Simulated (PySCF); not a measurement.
H6N3OTa, SMILES [NH]=[Ta]([NH2])([NH2])[OH], multiplicity 1. The structure is a stationary point at PBE0-D3(BJ)/def2-SVP. The multiplicity is an assumed one; no other spin state was optimised. The structure was generated by enumeration; whether it is a known compound was not checked. The def2 effective core potentials stand for the cores of Ta; spin–orbit coupling is left out. One conformer was computed; it need not be the lowest.

Computed with PBE0-D3(BJ)/def2-SVP in PySCF 2.14.0.

Harmonic wavenumbers (cm⁻¹): 169, 174, 183, 191, 203, 279, 295, 375, 424, 440, 475, 561, 565, 574, 590, 670, 675, 705, 999, 1516, 1519, 3582, 3585, 3688, 3688, 3704, 3988. Rotational constants (GHz): 3.068, 3.015, 2.718; symmetry number 1.

Work out the zero-point energy and the ideal-gas rigid-rotor harmonic-oscillator thermochemistry at 298.15 K and 1 atm.

ZPE = ½ Σ hcν = ½ × 33815 cm⁻¹ = 202.26 kJ/mol. H − E(el) = 228.06 kJ/mol. Entropy in J/(mol K): translation 177.36, rotation 112.76, vibration 88.01, total 378.12. G − E(el) = 115.33 kJ/mol. Cp = 141.21 J/(mol K).
